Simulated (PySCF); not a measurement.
17O chemical shifts

Computational details: coordinates at the GFN2-xTB level, GIAO PBE0/pcSseg-1 shieldings, in PySCF 2.14.0 with density-fitted response routines (isolated molecule, no relativistic terms, single conformer, equivalent nuclei averaged).

Shieldings were converted by a linear fit to measured shifts: 17O (scatter 10.7 ppm rms, 12.2 ppm with the 3 outliers that the fit left out vs liquid water, solution or neat liquid). Occasional misses reach two or three times the rms, and more in compound classes unlike the fitted ones.

Q: Give the 17O shifts of `O=[P@](O)(C1CCC1)C1CC1`, `FC(F)Cc1ccno1`, `OCc1nc(C(F)F)no1`, `C[Si@H]1CC[P@@](C)(=O)CC1`, `CCOC=C=O`, `O=C/C=C(\CCF)[SiH2]O`.

A: 
| compound | environment | δ (ppm) |
| --- | --- | --- |
| [O:1]=[P@:2]([OH:3])([CH:4]1[CH2:5][CH2:6][CH2:7]1)[CH:8]1[CH2:9][CH2:10]1 | O3: oxygen bonded to P, H | 45.2 |
| [O:1]=[P@:2]([OH:3])([CH:4]1[CH2:5][CH2:6][CH2:7]1)[CH:8]1[CH2:9][CH2:10]1 | O1: P=O oxygen | 40.2 |
| FC(F)Cc1ccno1 | aromatic ring oxygen | 332.3 |
| [OH:1][CH2:2][c:3]1[n:4][c:5]([CH:6]([F:7])[F:8])[n:9][o:10]1 | O10: aromatic ring oxygen | 328.1 |
| [OH:1][CH2:2][c:3]1[n:4][c:5]([CH:6]([F:7])[F:8])[n:9][o:10]1 | O1: alcohol oxygen | -26.0 |
| C[Si@H]1CC[P@@](C)(=O)CC1 | P=O oxygen | 41.0 |
| [CH3:1][CH2:2][O:3][CH:4]=[C:5]=[O:6] | O6: carbonyl oxygen | 487.3 |
| [CH3:1][CH2:2][O:3][CH:4]=[C:5]=[O:6] | O3: ether oxygen | -55.8 |
| [O:1]=[CH:2]/[CH:3]=[C:4](\[CH2:5][CH2:6][F:7])[SiH2:8][OH:9] | O1: aldehyde oxygen | 622.9 |
| [O:1]=[CH:2]/[CH:3]=[C:4](\[CH2:5][CH2:6][F:7])[SiH2:8][OH:9] | O9: oxygen bonded to Si, H | -24.9 |
